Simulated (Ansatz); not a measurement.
Cost and result for the atomization energy of H$_{9}$N$_{3}$OSi$_{2}$ (`N[SiH2]N[SiH](N)O`) (15 atoms, 14 bonds).

Cartesian coordinates in Å:
```
N 1.4472 -0.5258 1.5663
Si 1.7573 -0.3444 -0.1338
N 0.2483 -0.2239 -0.9381
Si -1.1003 0.7806 -0.5223
N -2.5129 -0.0932 -0.9227
O -0.8601 1.2069 1.0402
H 1.0810 -1.4063 1.8990
H 2.1520 -0.1830 2.2027
H 2.4848 -1.4803 -0.7670
H 2.6112 0.8718 -0.1985
H 0.1570 -0.7430 -1.7990
H -1.2161 2.0356 -1.3034
H -2.7060 -0.9914 -0.5085
H -3.3647 0.4093 -1.1140
H -0.1787 0.6871 1.4993
```

Charge 0, multiplicity 1. All single points use the PBE0-D4/def2-TZVP geometry. It is one conformer, not always the lowest. Program: Ansatz. All runs use 2 threads of an AMD EPYC 7R13 on a shared host and a share of an NVIDIA H100 80 GB. Times are those of one run each, without the atoms' runs, and a repeat can differ threefold. Electronic energies, without spin–orbit coupling; frozen cores. CCSD(T)/CBS adds CCSD(T) − MP2 in def2-TZVPP to the MP2 limit, and its time is that of the two runs behind it. T1 = 0.011. B3LYP takes the VWN-RPA correlation (the form of Gaussian; ORCA's B3LYP/G).

CCSD(T)/CBS is a level of theory with its own doubt, some kJ/mol a heavy atom from the limit and from the frozen cores, so smaller differences don't rank the functionals.

```tsv
level	functions	wall time
PBE0-D4/def2-TZVPP	334	3 s
r2SCAN-D4/def2-TZVPP (with forces)	334	3.5 s
B2PLYP/def2-TZVPP	334	3.6 s
PBE-D4/def2-TZVPP (with forces)	334	3.6 s
MP2/def2-QZVPP	638	5.5 s
B3LYP-D4/def2-TZVPP (with forces)	334	6 s
ωB97X-V/def2-TZVPP	334	6 s
ωB97M-V/def2-TZVPP (with forces)	334	7 s
CCSD(T)/def2-TZVPP	334	12 s
CCSD(T)/CBS(def2)	–	18 s
```

What atomization energy does each give, and how far from CCSD(T)/CBS? (An estimate is asked.)

The calculation gave: 
| level | atomization (kJ/mol) | difference from CCSD(T)/CBS | per bond |
| --- | --- | --- | --- |
| PBE0-D4/def2-TZVPP | 5332.8 | -69.0 | -4.9 |
| r2SCAN-D4/def2-TZVPP (with forces) | 5352.2 | -49.6 | -3.5 |
| B2PLYP/def2-TZVPP | 5324.2 | -77.6 | -5.5 |
| PBE-D4/def2-TZVPP (with forces) | 5432.4 | 30.6 | 2.2 |
| MP2/def2-QZVPP | 5397.9 | -3.9 | -0.3 |
| B3LYP-D4/def2-TZVPP (with forces) | 5398.6 | -3.2 | -0.2 |
| ωB97X-V/def2-TZVPP | 5417.8 | 16.0 | 1.1 |
| ωB97M-V/def2-TZVPP (with forces) | 5415.1 | 13.3 | 0.9 |
| CCSD(T)/def2-TZVPP | 5216.8 | -185.0 | -13.2 |
| CCSD(T)/CBS(def2) | 5401.8 | 0.0 | 0.0 |

The D4 term adds +59.2 kJ/mol with B3LYP and +31.4 kJ/mol with PBE0; it sums over pairs of atoms, weighted by their polarisabilities, and B3LYP, whose exchange is more repulsive, gets the larger term. From PBE to PBE0 (25 % exact exchange), in def2-TZVPP and without D4, the atomization energy moves by −94.0 kJ/mol: exact exchange takes away binding that semilocal exchange gives to molecules. In def2-TZVPP, CCSD(T) changes the Hartree–Fock value by +1484.1 kJ/mol (the triples alone add +77.4 kJ/mol) and MP2 by +1553.6 kJ/mol; breaking electron pairs costs correlation energy, which Hartree–Fock lacks.
